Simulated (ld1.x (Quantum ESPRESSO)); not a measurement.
nitrogen (N): one change to a PAW potential, before and after

nitrogen, PAW, made with ld1.x (Quantum ESPRESSO) 7.5 (LDA (PZ), non-relativistic). Core [He], reference 2s1.5 2p3.5. Waves: 2s (bound): rcut 0.60, rcutus 0.75 bohr; 2s channel at 2.4 Ry: rcut 0.60, rcutus 0.75 bohr; 2p (bound): rcut 2.05, rcutus 2.35 bohr; 2p channel at -0.15 Ry: rcut 2.05, rcutus 2.35 bohr. Local part: all-electron potential smoothed inside 0.55 bohr (lloc = -1). Core correction: Bessel-smoothed model core inside 0.45 bohr. Augmentation charge: PSQ, inside the norm-conserving radii.

Change: wave 2s channel at 2.4 Ry: rcut 0.60, rcutus 0.75 bohr becomes 2s channel at 6.11 Ry: rcut 0.60, rcutus 0.75 bohr.

Cutoffs: the cutoffs (Ry, on a coarse ladder) from which the occupation-weighted sum of valence levels, in a spherical-Bessel basis at the reference potential, stays within 10 and 1 mRy of its value at 400 Ry; they do not see the model core or the augmentation charge, which bear on the density cutoff. Errors are all-electron minus pseudo energies relative to the spin-unpolarised reference configuration.

Q: How do hardness, ghosts and transferability respond?

A: The potential gets neither clearly harder nor softer (50 Ry and 80 Ry → 55 Ry and 80 Ry); the number of tests that count goes from 9 to 4; of the 4 tests that both files solve, the error grows in 3 and shrinks in 1 by more than 15 % and 0.3 meV (median size 24.3 → 425.1 meV); neither file shows a bound ghost at the reference potential, the only one tested.

| quantity | base | changed |
| --- | --- | --- |
| cutoff, loose | 50 Ry | 55 Ry |
| cutoff, tight | 80 Ry | 80 Ry |
| loose cutoff by channel (10 mRy a level) | s 45 Ry, p 10 Ry | s 50 Ry, p 10 Ry |
| bound ghosts | none | none |
| tests counted (converged, no solver errors) | 9 of 9 | 4 of 9 |
| error for 2s2 2p1, meV [ΔE 37.13 eV] | -263 | -737 |
| error for 2s1 2p3, meV [ΔE 19.58 eV] | -23 | -617 |
| error for 2s1 2p4, meV [ΔE 5.59 eV] | +26 | +9.8 |
| error for 2s1.5 2p3.5 (spin-polarised), meV [ΔE -3.03 eV] | +8.9 | -233 |
| s: phases at 2.55 bohr within 0.05 rad from the reference energy up to (Ry; the scan ends near 5) | to the end of the scan | to the end of the scan |
| p: phases at 2.55 bohr within 0.05 rad from the reference energy up to (Ry; the scan ends near 5) | 0.4 | 0.4 |
| lowest overlap eigenvalue by channel | s 0.64, p 1.00 | s 0.61, p 1.00 |

Base: ld1.x printed “convergence not achieved” for 1 of the counted tests; its residual had stalled under 1e-8, short of the target of 1e-14. Changed file: Tests not counted: 2s2 2p3 (solver errors, printed error -257 eV); 2s2 2p2 (solver errors, printed error -130 eV); 2s2 2p2.5 (solver errors, printed error -243 eV); 2s2 2p3.3 (solver errors, printed error -262 eV); 2s2 2p3 (spin-polarised) (pseudo-atom not self-consistent, printed error -78.1 eV).
